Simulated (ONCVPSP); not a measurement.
Pseudopotential generation for nitrogen: ONCV, LDA (Perdew-Wang 92), scalar-relativistic.

* Element: N (Z = 7)
* Generator: ONCVPSP 4.0.1
* Type: optimised norm-conserving Vanderbilt (ONCV)
* Functional: LDA (Perdew-Wang 92)
* Relativity: scalar-relativistic
* Frozen core: [He]
* Valence charge: 5
* Reference configuration: 2s2 2p3
* Partial waves: 2s: rc 1.00 bohr, ncon 4, nbas 8, qcut 5 1/bohr, local; 2p: rc 2.40 bohr, ncon 3, nbas 7, qcut 5 1/bohr, 3 projectors, debl 2.8 Ha; d scattering state at 0.39 Ha: rc 2.15 bohr, ncon 3, nbas 7, qcut 4.3 1/bohr, 1 projector
* Local potential: the s channel
* Core correction: Teter function fitted to the true core (icmod 2), fcfact 0.2

Calculated quality:

* Cutoffs needed: 135 Ha and 173 Ha (the cutoffs (Ha) at which the residual kinetic energy of the hardest occupied pseudo-wave falls to 1 and 0.1 mHa per electron)
* Ghost test: no bound ghost flagged; no localised positive-energy state flagged
* Largest excitation error: +4653 meV (all-electron minus pseudo) for 2s2 2p0, out of 4 test configurations
* rms error of d²Exc/dni dnj: 1.66 mHa without and 0.22 mHa with the model core

Generation and tests took about 2.7 s on one core of a shared server CPU.
